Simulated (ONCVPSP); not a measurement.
**What the settings do to the ONCV potential of Be (Z = 4)**

Base potential:

ONCVPSP 4.0.1 input, shortened (lines: element, Z, core and valence counts, functional; n l f; lmax; l rc ep ncon nbas qcut; lloc lpopt rc5 dvloc0; l nproj debl; icmod fcfact rcfact), PBEsol, scalar-relativistic:

```
  Be 4.00    1    1  -116133      upf
    1    0    2.00
    2    0    2.00
    1
    0    2.05    0.00    4    7    3.30
    1    1.75    0.43    3    7    4.60
    1    5    1.75    0.00
    0    3    0.50
    1    0    3.60
    2    0.70    0.70
```

In the p channel the program set the typed energies aside and used 0.050 Ha.

Cutoffs, loose and tight: the cutoffs (Ha) at which the residual kinetic energy of the hardest occupied pseudo-wave falls to 1 and 0.1 mHa per electron. They do not see the model core or the augmentation charge, which bear on the density cutoff. Test errors are all-electron minus pseudo excitation energies from the reference, over the configurations 2s1; 2s1.5; 2s1 2p1; 2s0 2p2. A dash means not determined; rows that change the core or the reference have their own tests.

A true bound ghost makes a file unfit for plane-wave use even where its test errors are small: the radial tests pick states by their node count and pass the ghost by.

| change | outcome | cutoff, loose | cutoff, tight | bound ghosts | GHOST(+) flags above zero | largest test error (meV) |
| --- | --- | --- | --- | --- | --- | --- |
| base | generated, projector energies reset by the program | 5.0 Ha | 20 Ha | s | none | +5.7 |
| s: qcut 2.1; p: qcut 2.9 | generated, projector energies reset by the program | 12 Ha | 26 Ha | none | s | -7.2 |
| s: qcut 2.8; p: qcut 3.9 | generated, projector energies reset by the program | 5.6 Ha | 24 Ha | s | none | -6.2 |
| s: qcut 3.1; p: qcut 4.3 | generated, projector energies reset by the program | 5.0 Ha | 22 Ha | s | none | +4.7 |
| s: qcut 3.5; p: qcut 4.9 | generated, projector energies reset by the program | 5.0 Ha | 12 Ha | none | s | +6.6 |
| s: qcut 3.7; p: qcut 5.2 | generated, projector energies reset by the program | 5.2 Ha | 8.0 Ha | none | s | +7.4 |
| s: qcut 4.2; p: qcut 5.9 | generated, projector energies reset by the program | 5.7 Ha | 7.8 Ha | none | s | +9.0 |
| s: qcut 4.4; p: qcut 6.1 | generated, projector energies reset by the program | 5.9 Ha | 8.1 Ha | none | none | +9.4 |
| s: qcut 4.7; p: qcut 6.6 | generated, projector energies reset by the program | 6.2 Ha | 8.5 Ha | none | none | +10 |

Question: What comes out with this change to the base: s: qcut 2.5; p: qcut 3.5?

Answer: outcome: generated, projector energies reset by the program; cutoff, loose: 9.3 Ha; cutoff, tight: 25 Ha; bound ghosts: none; GHOST(+) flags above zero: s; largest test error (meV): -7.2.
